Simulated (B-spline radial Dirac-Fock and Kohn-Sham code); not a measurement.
Electron momentum distribution of Se²⁸⁺: Compton profiles

System: the Se²⁸⁺ ion, [He] 2s2 2p2.

Model: the impulse approximation on relativistic Hartree-Fock (Dirac-Fock) wave functions, averaged over the configuration. Program: a radial atomic solver. pz is in atomic units of momentum; subshell profiles are per electron, for a selection of subshells; open shells are spread over both j values by their weights.

```csv
pz,J total,J 1s1/2,J 2s1/2,J 2p3/2
0,0.3054,0.0247,0.0849,0.0434
0.4,0.3046,0.0247,0.0845,0.0434
0.5,0.3042,0.0247,0.0843,0.0434
0.6,0.3036,0.0247,0.0840,0.0434
0.8,0.3022,0.0247,0.0833,0.0433
1,0.3004,0.0247,0.0824,0.0433
1.2,0.2983,0.0246,0.0814,0.0433
1.4,0.2958,0.0246,0.0802,0.0433
1.6,0.2929,0.0246,0.0788,0.0433
1.8,0.2897,0.0245,0.0773,0.0433
2,0.2862,0.0245,0.0756,0.0432
2.5,0.2762,0.0243,0.0709,0.0431
3,0.2646,0.0242,0.0656,0.0428
4,0.2384,0.0237,0.0538,0.0419
5,0.2103,0.0232,0.0419,0.0402
7,0.1571,0.0218,0.0221,0.0347
10,0.09943,0.0193,0.00675,0.0236
15,0.05254,0.0145,0.00229,0.00937
20,0.03132,0.0102,0.00216,0.00325
30,0.01196,0.00449,0.00104,0.000421
40,0.004786,0.00192,0.000391,7.30e-05
60,0.0009555,0.000406,6.61e-05,4.71e-06
100,8.735e-05,3.83e-05,5.18e-06,< 1e-6
```

J(0) = 0.3054. The 2s1/2 subshell gives the largest part, 56 %.

Mean momentum ⟨p⟩ by subshell (a.u.): 1s1/2 29.6, 2s1/2 10.9, 2p1/2 14.6, 2p3/2 14.3.

Values without a named source are computed, but for edge energies of neutral atoms, which are taken from tables.
